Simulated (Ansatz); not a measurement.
`N[SiH2][S][GeH3]` + `[SiH3][GeH2][SiH2][GeH2][GeH3]` → `[GeH3][SiH2][GeH2][SiH2][GeH2][GeH3]` + `N[SiH2]S`  (formal exchange of groups at a Ge–S bond)

Calculated with Ansatz (gas phase, PBE0-D4/def2-TZVP geometries, no zero-point term in ΔE). CCSD(T)/CBS adds triple-zeta CCSD(T) − MP2 to the extrapolated MP2 energy (def2 sets, frozen cores). DFT in def2-TZVPP. For Ge outer-core shells are correlated without core-valence functions, which leaves a few kJ/mol of doubt a bond. Scalar relativity is left out up to krypton. Each species was taken in one conformer, which may not be the lowest.

```json
{"level": "r2SCAN0-D4", "ΔE (kJ/mol)": "25.8"}
{"level": "CCSD/CBS(def2)", "ΔE (kJ/mol)": "26.3"}
```

(1) What does CCSD(T)/CBS give? (Estimate.)

Largest T1 diagnostic among the species: 0.012.

## Answers

(1) The calculation gave: +25.4 kJ/mol. The listed levels differ from it by 0.4, 0.9 kJ/mol.

In def2-TZVPP, CCSD(T) changes the Hartree–Fock value by −18.8 kJ/mol (the triples alone add −0.9 kJ/mol) and MP2 by −13.6 kJ/mol. The D4 term adds −5.5 kJ/mol with B3LYP and −3.7 kJ/mol with PBE0; it sums over pairs of atoms, weighted by their polarisabilities, and B3LYP, whose exchange is more repulsive, gets the larger term.

B3LYP here is the variant with VWN-RPA as its local correlation; programs differ in this.
